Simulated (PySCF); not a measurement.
[Pt(NH3)6]4+ (charge +4 and singlet state).
Bonds: Pt1–N2, Pt1–N6, Pt1–N10, Pt1–N14, Pt1–N18, Pt1–N22. Hydrogens: H3, H4, H5 on N2; H7, H8, H9 on N6; H11, H12, H13 on N10; H15, H16, H17 on N14; H19, H20, H21 on N18; H23, H24, H25 on N22.
The ion is multiply charged and has no counter-ions or solvent.

Computed by this run: PySCF 2.14.0, PBE0-D3(BJ)/def2-SVP geometry optimisation, gas phase, def2 core potentials past Kr; density fitting, grid level 1; the optimiser is geomeTRIC in internal coordinates, started from a GFN2-xTB structure with every atom displaced at random (about 0.03 Å).

Step 0: E = -12418.1049 eV
```
atom  x, y, z in Å  |  force x, y, z in eV/Å
Pt1     0.0619   -0.0760    0.0134   -3.463   2.682  -0.715
N2     -0.0096    0.0007    2.0714    0.109  -0.801  -1.539
H3      0.7916    0.4286    2.4481    1.914   1.284   1.054
H4      0.0490   -0.9149    2.4782   -0.557  -1.131   0.923
H5     -0.7813    0.5197    2.4501   -1.113   0.290   0.703
N6     -0.0267    0.0053   -2.0835    3.045  -1.670   0.967
H7     -0.8067   -0.4880   -2.4651   -1.220  -0.554  -0.871
H8      0.8412   -0.4629   -2.5051   -1.288   0.746   0.081
H9     -0.0282    0.9457   -2.4270   -0.140   1.170  -0.794
N10     2.0703   -0.0204    0.0463   -1.258   1.579  -4.917
H11     2.4608    0.9168    0.0417    0.462   0.723   0.084
H12     2.5054   -0.4863   -0.7723    0.241   0.022   0.239
H13     2.3865   -0.4528    0.8077    2.472  -2.621   4.630
N14    -2.1259    0.0149   -0.0075    2.792   0.640   0.401
H15    -2.4748    0.5574   -0.7759   -0.610   0.916  -0.811
H16    -2.5001    0.3963    0.8588   -0.637  -0.022   0.327
H17    -2.4725   -0.8903   -0.1785   -1.300  -1.974   0.083
N18    -0.0152    2.0939    0.0275   -1.060  -0.919  -1.493
H19     0.3219    2.4450    0.9083    0.314   0.873   0.806
H20    -0.9854    2.5076   -0.1406    1.206  -0.352   0.356
H21     0.5775    2.4840   -0.7300   -0.088   0.295   0.397
N22     0.0162   -2.1361   -0.0267    0.844   0.706   0.633
H23    -0.2051   -2.4444   -0.9785    0.037  -0.776  -0.025
H24    -0.7044   -2.4655    0.6317    0.031  -0.634  -0.145
H25     0.9437   -2.5145    0.2781   -0.734  -0.473  -0.373
```

Step 1: E = -12419.1635 eV
```
atom  x, y, z in Å  |  force x, y, z in eV/Å
Pt1     0.0040   -0.0151    0.0013   -0.337   0.256  -0.044
N2     -0.0017   -0.0227    2.1501    0.417   0.019  -0.470
H3      0.8324    0.4285    2.5634   -0.017   0.115  -0.025
H4      0.0196   -0.9638    2.5771   -0.233  -0.042   0.000
H5     -0.7971    0.4741    2.5808   -0.117  -0.068   0.060
N6     -0.0391    0.0242   -2.1495    0.297  -0.184   0.514
H7     -0.8434   -0.4692   -2.5680   -0.135   0.064  -0.032
H8      0.7768   -0.4150   -2.6070    0.103  -0.056   0.043
H9     -0.0530    0.9764   -2.5444   -0.135   0.080  -0.079
N10     2.1463    0.0127    0.0347   -0.423   0.062  -0.304
H11     2.5589    0.9614    0.0299   -0.033   0.007   0.083
H12     2.6072   -0.4504   -0.7682   -0.081  -0.083  -0.013
H13     2.5467   -0.4501    0.8601    0.154  -0.095   0.207
N14    -2.1574   -0.0063   -0.0395    0.907  -0.097  -0.229
H15    -2.5409    0.5529   -0.8178   -0.086   0.122   0.041
H16    -2.5959    0.3598    0.8170   -0.159   0.014   0.099
H17    -2.5532   -0.9457   -0.1887   -0.159  -0.099   0.130
N18     0.0066    2.1443    0.0028    0.007  -0.643  -0.104
H19     0.3497    2.5536    0.8846    0.008   0.098   0.100
H20    -0.9169    2.5793   -0.1532   -0.111  -0.011   0.080
H21     0.6006    2.5584   -0.7330    0.112   0.036  -0.009
N22    -0.0084   -2.1690    0.0062   -0.029   0.688   0.083
H23    -0.2194   -2.5804   -0.9148   -0.003  -0.107  -0.110
H24    -0.7114   -2.5666    0.6491   -0.083  -0.066   0.008
H25     0.8792   -2.6076    0.2976    0.138  -0.008  -0.030
```

Question: Estimate the geometry and energy of step 2. (The exact step hangs on the optimiser's Hessian estimate; all steps are aligned on step 1, rigid shifts and turns removed.)

Answer: E = -12419.2405 eV, largest force 0.244 eV/Å
```
atom  x, y, z in Å  |  force x, y, z in eV/Å
Pt1    -0.0048   -0.0003   -0.0014    0.120  -0.175   0.069
N2     -0.0221    0.0126    2.1195    0.240   0.017  -0.041
H3      0.8067    0.4766    2.5395   -0.136  -0.059  -0.022
H4     -0.0257   -0.9274    2.5563   -0.072   0.076  -0.005
H5     -0.8304    0.5059    2.5390    0.045  -0.076   0.026
N6     -0.0113    0.0038   -2.1179   -0.010   0.003   0.071
H7     -0.8168   -0.4913   -2.5423    0.031   0.085  -0.009
H8      0.8128   -0.4444   -2.5508    0.052  -0.028  -0.032
H9     -0.0289    0.9498   -2.5380   -0.054  -0.053  -0.039
N10     2.1206   -0.0175   -0.0018   -0.074   0.013   0.123
H11     2.5508    0.9247   -0.0100    0.020  -0.062   0.029
H12     2.5483   -0.4947   -0.8149   -0.011   0.000   0.034
H13     2.5412   -0.4902    0.8218   -0.023   0.099  -0.127
N14    -2.1121    0.0059   -0.0275    0.062  -0.070  -0.124
H15    -2.5109    0.5745   -0.7957   -0.069  -0.016   0.076
H16    -2.5531    0.3720    0.8328   -0.082  -0.019  -0.021
H17    -2.5307   -0.9325   -0.1609   -0.047   0.084   0.056
N18    -0.0176    2.1058    0.0365    0.110  -0.044  -0.026
H19     0.3175    2.5131    0.9274   -0.023   0.038  -0.049
H20    -0.9488    2.5280   -0.1067   -0.062   0.080   0.010
H21     0.5761    2.5446   -0.6875    0.021   0.068   0.007
N22     0.0078   -2.1212   -0.0109   -0.078   0.158  -0.007
H23    -0.1935   -2.5411   -0.9343    0.006  -0.049   0.009
H24    -0.6900   -2.5444    0.6247    0.004  -0.054  -0.012
H25     0.9052   -2.5486    0.2735    0.032  -0.015   0.003
```

The energy changes by -0.0770 eV. The first-order estimate −F·Δx gives -0.1599 eV and the mean of the old and new forces, exact on a quadratic surface, -0.0740 eV. The step makes an angle of 72° with the force vector and moves no atom by more than 0.087 Å.

What follows is the cost of the whole optimisation. On one thread, Intel Xeon at 2.50 GHz (x86_64), shared host, this took 6.7 min of wall time and 1.0 GiB of memory at its peak.
